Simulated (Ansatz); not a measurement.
iminoborane (SMILES B=N), charge 0, multiplicity 1, relaxed at each level with Ansatz (an electronic-structure program); harmonic frequencies from differences of analytic forces, average atomic masses, frozen cores.

```csv
level,B1–N2 (Å),B1–H3 (Å),N2–H4 (Å),N2–B1–H3 (°),B1–N2–H4 (°),dipole (D)
HF/def2-TZVPP,1.2194,1.1647,0.9779,180.0,180.0,0.36
PBE/def2-TZVPP,1.2430,1.1760,0.9989,180.0,180.0,0.14
r2SCAN/def2-TZVPP,1.2353,1.1686,0.9913,180.0,180.0,0.04
B3LYP/def2-TZVPP,1.2332,1.1659,0.9914,180.0,180.0,0.01
PBE0/def2-TZVPP,1.2328,1.1709,0.9910,180.0,180.0,0.00
wB97X-V/def2-TZVPP,1.2339,1.1722,0.9927,180.0,180.0,0.07
MP2/cc-pVTZ,1.2443,1.1663,0.9913,180.0,180.0,0.22
CCSD(T)/cc-pVDZ,1.2533,1.1837,1.0016,180.0,180.0,0.47
CCSD(T)/cc-pVTZ,1.2432,1.1699,0.9915,180.0,180.0,0.18
```
